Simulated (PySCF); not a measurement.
**Radial density of V (vanadium, neutral)**

PW91, [Ar] 3d4 4s1, high-spin 6D determinant (an excited configuration). All numbers are calculated (PySCF 2.14, no relativity, point nucleus, in aug-cc-pwCVTZ (10s9p7d4f3g, 127 functions)).

```
r (bohr)  4πr²ρ (e/bohr)  4πr²(ρα − ρβ)
 0.00118          0.1360         0.0000
 0.00199          0.3708         0.0001
 0.00335          0.9858         0.0003
 0.00563           2.511         0.0008
 0.00947           5.956         0.0018
  0.0159           12.54         0.0036
  0.0268           21.66         0.0054
  0.0450           27.27         0.0033
  0.0758           23.12        -0.0051
   0.127           21.91         0.0055
   0.214           29.61         0.1360
   0.361           16.93         0.6793
   0.607           9.725         1.8806
    1.02           10.46         2.3194
    1.72           3.021         1.4906
    2.89          0.8236         0.7839
    4.85          0.1905         0.1905
    8.17        0.009333         0.0093
    13.7       3.061e-05         0.0000
```

Task: Where is the radial spin density 4πr²(ρα − ρβ) most negative, and why is it negative at all?

Result: Around r = 0.0758 bohr, down to -0.0051 e/bohr: exchange with the open shell polarises the paired shells in an unrestricted calculation.
